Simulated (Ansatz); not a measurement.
InH2Et (C₂H₇In), relaxed as a singlet with RKS r2SCAN-D4/def2-SVP in Ansatz, starting from the GFN2-xTB geometry. Force threshold 0.02 eV/Å.

In the def2 sets In takes a core potential; there is no spin–orbit coupling. Another isomer (singlet) lies 0.35 eV lower at PBE0-D4/def2-TZVP; other spin states weren't run for this one.

Start:

```xyz
10

C    -0.041    0.770   -0.134
C     1.372    0.195   -0.060
In   -1.597   -0.818    0.174
H    -2.237   -1.839   -1.096
H    -2.305   -1.233    1.720
H    -0.179    1.536    0.635
H    -0.209    1.232   -1.111
H     2.114    0.981   -0.218
H     1.559   -0.256    0.916
H     1.521   -0.570   -0.825
```

| step | energy (eV) | largest force component (eV/Å) | SCF passes |
| --- | --- | --- | --- |
| 1 | -7359.6779 | 0.605 | 26 |
| 2 | -7359.7178 | 0.227 | 28 |
| 3 | -7359.7351 | 0.103 | 28 |
| 4 | -7359.7355 | 0.040 | 22 |
| 5 | -7359.7356 | 0.008 | 29 |
| 6 | -7359.7357 | 0.023 | 28 |
| 7 | -7359.7358 | 0.062 | 28 |
| 8 | -7359.7360 | 0.086 | 28 |
| 9 | -7359.7363 | 0.076 | 28 |
| 10 (rejected) | -7359.7345 | 0.210 | 27 |
| 11 | -7359.7374 | 0.074 | 28 |
| 12 | -7359.7384 | 0.078 | 28 |
| 13 | -7359.7395 | 0.130 | 27 |
| 14 | -7359.7411 | 0.143 | 28 |
| 15 | -7359.7433 | 0.089 | 29 |
| 16 | -7359.7478 | 0.139 | 27 |
| 17 | -7359.7509 | 0.168 | 27 |
| 18 | -7359.7552 | 0.105 | 28 |
| 19 | -7359.7596 | 0.113 | 27 |
| 20 | -7359.7605 | 0.157 | 27 |
| 21 | -7359.7615 | 0.155 | 28 |
| 22 | -7359.7646 | 0.042 | 29 |
| 23 | -7359.7656 | 0.019 | 28 |
| 24 | -7359.7666 | 0.052 | 27 |
| 25 | -7359.7670 | 0.050 | 27 |
| 26 | -7359.7673 | 0.037 | 28 |
| 27 | -7359.7675 | 0.024 | 28 |
| 28 | -7359.7676 | 0.012 | 28 |

Force components are those of the run's own axes.

End:

```xyz
10

C    -0.0271    0.6878    0.1557
C     1.3360    0.1959   -0.3253
In   -1.5966   -0.8265    0.2633
H    -1.2584   -2.4711   -0.1930
H    -3.1972   -0.4066    0.7965
H     0.0429    1.1384    1.1628
H    -0.4134    1.4946   -0.4941
H     2.0821    1.0105   -0.3550
H     1.7456   -0.5912    0.3294
H     1.2862   -0.2319   -1.3404
```

By distances, no bond broke or formed. The bond that changes most is C1–In3, from 2.24 to 2.18 Å (atoms count from 1).

The force fell under the threshold at step 5, but the optimiser went on and released 0.032 eV more. No frequencies were taken in this run, so the end may be a saddle point.

It took 79 s on 2 threads of Arm Neoverse V1 on a shared host.
